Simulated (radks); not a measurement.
The numbers below are computed, except where a source is named.
Ionisation of neutral silicon, [Ne] 3s2 3p2, to Si+, [Ne] 3s2 3p1, under several functionals. Scalar-relativistic Kohn-Sham, spin-polarised, spherical densities, finite nucleus; open shells are filled with parallel spins first; a radial shooting solver on a logarithmic mesh with Libxc functionals.

functional                                      E(Si) (hartree)  Exc (hartree)  IE (eV)  -e(HOMO) (eV)  <r> HOMO (bohr)  IE error (eV)
TASK exchange with Perdew-Wang LDA correlation       -289.91541      -20.75093    8.634          5.082            2.678         +0.483
SOGGA                                                -289.23262      -20.03359    8.172          4.538            2.746         +0.021
BP86                                                 -290.04038      -20.86719    8.316          4.666            2.739         +0.165
PBEsol                                               -289.32725      -20.12973    8.227          4.586            2.743         +0.075
LDA (Slater exchange, VWN5 correlation)              -288.85060      -19.63421    8.266          4.622            2.743         +0.114
exchange-only LDA                                    -287.80911      -18.55952    7.433          3.899            2.820         -0.719
PBE                                                  -289.86592      -20.68767    8.264          4.621            2.746         +0.112
PW91                                                 -289.99759      -20.82503    8.301          4.653            2.744         +0.149
B86b exchange with PBE correlation                   -289.99698      -20.82373    8.281          4.635            2.743         +0.130

NIST Atomic Spectra Database: 8.152 eV (measured). Closest: SOGGA. The Delta-SCF values span 1.20 eV, the total energies 2.23 hartree. The highest occupied level is 3p. Open shells are spherical and high-spin; term and fine-structure splittings are not resolved.
